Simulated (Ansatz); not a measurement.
C₂H₇BO₃ (`CCOB(O)O`) at its PBE0-D4/def2-TZVP geometry, where that method's forces vanish. Total charge 0; spin multiplicity 1.

```xyz
13

C     1.6893    1.3898   -0.1450
C     0.2772    0.8625   -0.1542
O     0.3054   -0.5218    0.1504
B    -0.8376   -1.2477    0.1930
O    -0.6953   -2.5763    0.4961
O    -2.0364   -0.6235   -0.0637
H     2.1483    1.2451    0.8350
H     2.2992    0.8706   -0.8871
H     1.6960    2.4575   -0.3766
H    -0.1880    1.0167   -1.1339
H    -0.3384    1.3905    0.5824
H    -1.5095   -3.0779    0.5245
H    -2.8101   -1.1855   -0.0210
```

**Question.** What forces (eV/Å) does ωB97M-V/def2-TZVPP give on these atoms in Ansatz? (Best estimate.)

**Answer.** Computed: 
```
C1   0.194  0.068  0.002
C2  -0.220  0.248 -0.072
O3   0.162 -0.117  0.040
B4   0.045  0.009  0.002
O5  -0.044 -0.203  0.041
O6  -0.198  0.055 -0.032
H7  -0.043  0.006 -0.075
H8  -0.054  0.036  0.058
H9   0.001 -0.079  0.017
H10  0.038 -0.018  0.084
H11  0.051 -0.050 -0.063
H12  0.033  0.016 -0.001
H13  0.035  0.029 -0.002
```
